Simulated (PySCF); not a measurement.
All of these have the formula H11NOSi4. Computed, not measured: PySCF 2.14.0, density-fitted response routines, TDDFT CAM-B3LYP/def2-SVPD, vertical, gas phase, core orbitals frozen in the response. Geometries: GFN2-xTB; one conformer of each isolated species. Triplets are in the Tamm–Dancoff approximation.

A. `N[Si]([SiH3])([SiH3])O[SiH3]`
B. `[SiH3]N[Si@H](O[SiH3])[SiH3]`
C. `N[Si]([SiH3])([SiH3])[SiH2]O`
D. `[SiH2]([Si@@H]([SiH3])[SiH2]O)N`

Lowest singlet levels (six at most, fewer where fewer were computed) with oscillator strengths:

1. 4.67 eV (f 0.009); 5.59 eV (f 0.017); 5.91 eV (f 0.027); 6.02 eV (f 0.081); 6.36 eV (f 0.019); 6.78 eV (f 0.097); T1 4.22 eV
2. 5.27 eV (f 0.044); 5.53 eV (f 0.036); 6.44 eV (f 0.086); 6.74 eV (f 0.038); 6.99 eV (f 0.023); 7.19 eV (f 0.020); T1 4.68 eV
3. 5.61 eV (f 0.009); 6.20 eV (f 0.069); 6.24 eV (f 0.081); 6.60 eV (f 0.020); 6.77 eV (f 0.001); 6.88 eV (f 0.034); T1 5.29 eV
4. 6.03 eV (f 0.012); 6.14 eV (f 0.006); 6.70 eV (f 0.028); 7.04 eV (f 0.015); 7.28 eV (f 0.016); 7.44 eV (f 0.010); T1 5.51 eV

**Question.** Which spectrum belongs to which structure?

**Answer.** 1 = C, 2 = A, 3 = D, 4 = B.
- A: S1 at 5.27 eV, HOMO→LUMO (84%), HOMO→LUMO+1 (11%); Löwdin shares by element: HOMO silicon 47% or more, nitrogen 28% (atoms not listed hold the other 24%); LUMO silicon 63% or more, hydrogen 6% or more (atoms not listed hold the other 31%); HOMO -8.27 and LUMO 0.26 eV.
- B: S1 at 6.03 eV, HOMO→LUMO (66%), HOMO→LUMO+1 (27%); Löwdin shares by element: HOMO nitrogen 40%, silicon 23% or more, hydrogen 9% or more (atoms not listed hold the other 28%); LUMO silicon 53% or more, oxygen 7% (atoms not listed hold the other 40%); HOMO -8.67 and LUMO 0.56 eV.
- C: S1 at 4.67 eV, HOMO→LUMO (95%); Löwdin shares by element: HOMO silicon 36% or more, nitrogen 31%, oxygen 9% (atoms not listed hold the other 24%); LUMO silicon 61% (atoms not listed hold the other 39%); HOMO -8.12 and LUMO -0.20 eV.
- D: S1 at 5.61 eV, HOMO→LUMO (80%); Löwdin shares by element: HOMO nitrogen 56%, hydrogen 16% or more, silicon 16% or more; LUMO silicon 54% or more, oxygen 10% (atoms not listed hold the other 36%); HOMO -8.61 and LUMO -0.05 eV.
